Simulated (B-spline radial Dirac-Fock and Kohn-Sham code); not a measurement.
# Diagram lines of Hf³²⁺

System: the Hf³²⁺ ion, configuration [Kr] 4d4.

These are calculated numbers from a radial B-spline solver; the model is relaxed Dirac-Fock hole states (ΔSCF) with Breit and QED corrections and a finite nucleus. A line energy is the difference of two single-hole energies; the list is a selection of electric-dipole transitions between resolved j subshells. The model has no electron correlation.

```tsv
line	energy (keV)	wavelength (Å)
K-N3	65.153	0.19030
K-N2	65.077	0.19052
K-M3	63.254	0.19601
K-M2	62.992	0.19682
K-L3	55.774	0.22230
K-L2	54.596	0.22709
L1-N3	11.097	1.1173
L1-N2	11.021	1.1250
L2-N1	10.376	1.1950
L3-N1	9.1973	1.3480
L1-M3	9.1970	1.3481
L2-M4	9.0478	1.3703
```
